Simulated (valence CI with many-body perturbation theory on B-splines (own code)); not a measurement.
Valence orbitals of Pt⁵⁷⁺

Calculated by configuration interaction combined with many-body perturbation theory (CI+MBPT): three valence electrons over a frozen Dirac-Fock core [Ar], a basis of 9 s, 9 p, 10 d, 8 f, 5 g, 3 h, 1 i functions for each j, with the one-electron correlation potential Σ1 (screened to all orders), the two-electron term Σ2, the three-electron term Σ3, Breit, model QED; selected single and double excitations, second order for the rest (own B-spline code, finite nucleus).

No measured spectrum was set against this ion. As an estimate, large intervals hold to a few tenths of a per cent, small ones and those within an open d or f shell to about a per cent. The list stops below the first excitations out of the core. Only levels of the ground parity were solved; by the run's estimate the other parity begins above the list, which can be wrong where configurations are misplaced.

These are the spectroscopic orbitals of the CI (the correlating ones are not listed), shaped by the core and the other valence electrons. h is the expectation value of the core's Dirac-Fock operator, without the valence repulsion; Σ1 is computed up to l = 3 at one energy for each symmetry, that of its lowest orbital but kept below the first core excitation, so for empty shells it is not the orbital's own correlation shift; Breit and QED include the response of the core.

```csv
Orbital,h (hartree),Σ1 (cm⁻¹),Breit (cm⁻¹),QED (cm⁻¹),⟨r⟩ (bohr)
4s1/2,-135.53,-8728,20708,16190,0.3396
5s1/2,-83.388,-3364,9909,7938,0.5511
6s1/2,-56.463,-1693,5414,4438,0.8151
4p1/2,-132.12,-11588,33196,976,0.3325
5p1/2,-81.691,-4173,16204,498,0.5468
6p1/2,-55.504,-2055,8933,284,0.8136
4p3/2,-125.87,-10553,18782,2294,0.3503
5p3/2,-78.634,-4004,9291,1156,0.5690
6p3/2,-53.783,-2008,5715,657,0.8403
3d3/2,-224.48,-22448,40225,-2635,0.1541
4d3/2,-121.24,-11508,15573,-757,0.3287
5d3/2,-76.398,-4407,7593,-339,0.5528
3d5/2,-220.77,-19929,21713,-579,0.1580
4d5/2,-119.81,-10750,8347,-13.7,0.3335
5d5/2,-75.684,-4054,4027,26.9,0.5587
4f5/2,-115.71,-30007,2645,-614,0.2940
5f5/2,-73.786,-11442,1143,-286,0.5234
4f7/2,-115.17,-22852,286,-279,0.2963
5f7/2,-73.499,-8771,221,-115,0.5261
5g7/2,-72.391,,257,-93.5,0.4681
5g9/2,-72.251,,-39.9,-7.0,0.4696
```

Among the shells of the start configuration 3d3, Σ1 is largest in size for 3d3/2, where it is 0.046 % of h.

Lowest root of each symmetry, sizes in configuration state functions:

```tsv
J	Parity	Roots	Reference	Variational	Second order	Change by selected CI (cm⁻¹)	Change by second order (cm⁻¹)
1/2	even	2	43	3422	794	-6674	-1
3/2	even	5	71	6395	5130	-6716	-1
5/2	even	5	79	7799	5607	-4852	-1
7/2	even	3	66	7631	2044	-5975	-1
9/2	even	3	49	6832	1827	-5945	-1
11/2	even	1	25	4706	2162	-6143	-2
```
